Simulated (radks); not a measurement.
Values are calculated unless marked as measured or tabulated.
The tin ion Sn+ inside a hard spherical wall (all orbitals vanish at R), configuration held at [Kr] 4d10 5s2 5p1 and not refilled when levels cross. Code: a radial shooting solver on a logarithmic mesh with Libxc functionals. Model: scalar-relativistic Kohn-Sham, PBE, spin-polarised, spherical densities, finite nucleus; open shells are filled with parallel spins first (spin-orbit coupling, left out, can overturn this in heavy ions); Fermi nuclear charge, rms radius 4.6519 fm. Eigenvalues in eV for spin up, with the zero of energy where the potential of the charges vanishes at infinity; a dash marks a level that is unbound or too diffuse for the functional's potential to be trusted. A positive occupied level is held by the wall or, in an anion where self-interaction has pushed it up, behind a barrier. The pressure on the wall is -dE/dV.

R (bohr)	E (hartree)	kinetic (hartree)	e(4p)	e(4d)	e(5s)	e(5p)	e(6s, empty)	e(5d, empty)	pressure (GPa)
free	-6176.79603	6448.724	-97.679	-33.829	-18.149	-10.619	-4.449	-	0
20	-6176.79603	6448.724	-97.679	-33.829	-18.149	-10.619	-4.448	-	< 0.0001
12	-6176.79603	6448.724	-97.678	-33.829	-18.149	-10.619	-4.393	-3.299	< 0.0001
10	-6176.79599	6448.725	-97.675	-33.826	-18.147	-10.616	-4.177	-3.162	0.00131
8	-6176.79528	6448.732	-97.633	-33.785	-18.117	-10.573	-3.205	-2.633	0.0403
7	-6176.79279	6448.754	-97.530	-33.684	-18.042	-10.459	-1.812	-1.939	0.225
6	-6176.78217	6448.831	-97.222	-33.386	-17.809	-10.082	1.212	-0.505	1.31
5	-6176.73593	6449.111	-96.354	-32.551	-17.050	-8.863	8.164	2.708	8.34
4	-6176.52276	6450.169	-93.990	-30.307	-14.365	-4.823	25.732	10.831	62.3
2.5	-6173.06451	6464.198	-77.800	-14.423	16.095	34.198	145.03	67.644	2860
2	-6165.46680	6492.713	-56.962	8.201	69.331	95.807	295.32	141.30	16100
